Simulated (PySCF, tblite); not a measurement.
Isomers of C4H9FNSi2 (doublet state). Computed values, GFN2-xTB/tblite, gas phase, harmonic and unscaled. Errors from tens to a few hundred cm⁻¹ against measured bands are possible. Modes of hydrogen on silicon can be 10 to 20 % off. One conformer each. Open shells enter through the occupations alone, without spin polarisation, and single modes of such species can be off by tens of per cent.

Electronic energies: B3LYP/pcH-1 single points on the GFN2-xTB geometries (PySCF, gas phase).

| SMILES | electronic energy, lowest = 0 (kcal/mol) |
| --- | --- |
| C[SiH2][CH][C@@](F)([SiH3])C#N | 46.9 |
| F[SiH2]N(C[SiH3])[C]1C=C1 | 61.4 |
| [CH2][SiH2]C[C@@](F)([SiH3])C#N | 52.8 |
| C#C[SiH2]C[Si@@H](F)N[CH2] | 0.0 |
| F[SiH2]N(C[SiH3])[C@H]1[C]=C1 | 74.6 |
| C#C[SiH2][CH][Si@@H](F)NC | 2.8 |

Question: How do GFN2-xTB zero-point energies change the relative energies?

Answer: 
```
                         SMILES  ZPE (kcal/mol)  of it from modes above 1550 cm⁻¹  electronic (kcal/mol)  with ZPE, lowest = 0 (kcal/mol)  lowest mode (cm⁻¹)  rings
     C#C[SiH2]C[Si@@H](F)N[CH2]            70.3                              40.0                    0.0                              0.0                  26      0
      C#C[SiH2][CH][Si@@H](F)NC            70.9                              39.5                    2.8                              3.4                  17      0
 C[SiH2][CH][C@@](F)([SiH3])C#N            67.9                              37.1                   46.9                             44.5                  38      0
[CH2][SiH2]C[C@@](F)([SiH3])C#N            67.2                              37.2                   52.8                             49.7                  10      0
      F[SiH2]N(C[SiH3])[C]1C=C1            69.2                              36.3                   61.4                             60.3                  16      1
  F[SiH2]N(C[SiH3])[C@H]1[C]=C1            70.0                              35.6                   74.6                             74.3                  46      1
```

The zero-point energies span 3.7 kcal/mol, from `[CH2][SiH2]C[C@@](F)([SiH3])C#N` to `C#C[SiH2][CH][Si@@H](F)NC`. The order is unchanged.

Question: And how do the electronic energies of GFN2-xTB itself compare?

Answer: `C#C[SiH2]C[Si@@H](F)N[CH2]` 0.8; `C#C[SiH2][CH][Si@@H](F)NC` 6.1; `C[SiH2][CH][C@@](F)([SiH3])C#N` 30.1; `[CH2][SiH2]C[C@@](F)([SiH3])C#N` 41.5; `F[SiH2]N(C[SiH3])[C]1C=C1` 3.3; `F[SiH2]N(C[SiH3])[C@H]1[C]=C1` 0.0 kcal/mol, lowest = 0. Against the energies above, taken from the same isomer `C#C[SiH2]C[Si@@H](F)N[CH2]`, the largest difference is 75.4 kcal/mol.

Question: What do entropy and thermal enthalpy add at 298.15 K and 1 bar (rigid rotor, harmonic oscillator, one conformer each)?

Answer: 
```
                        SMILES  point group  symmetry number  S (cal/(mol K))  H − H(0) (kcal/mol)  ZPE + H − H(0) − TS (kcal/mol)
    C#C[SiH2]C[Si@@H](F)N[CH2]           C1                1            115.4                 8.67                            44.6
C[SiH2][CH][C@@](F)([SiH3])C#N           C1                1            112.2                 8.48                            42.9
 F[SiH2]N(C[SiH3])[C@H]1[C]=C1           C1                1            100.2                 7.09                            47.2
```

S holds R ln(2S + 1) for the spin.

Not tabulated: `C#C[SiH2][CH][Si@@H](F)NC` (lowest mode only 17 cm⁻¹); `[CH2][SiH2]C[C@@](F)([SiH3])C#N` (lowest mode only 10 cm⁻¹); `F[SiH2]N(C[SiH3])[C]1C=C1` (lowest mode only 16 cm⁻¹).
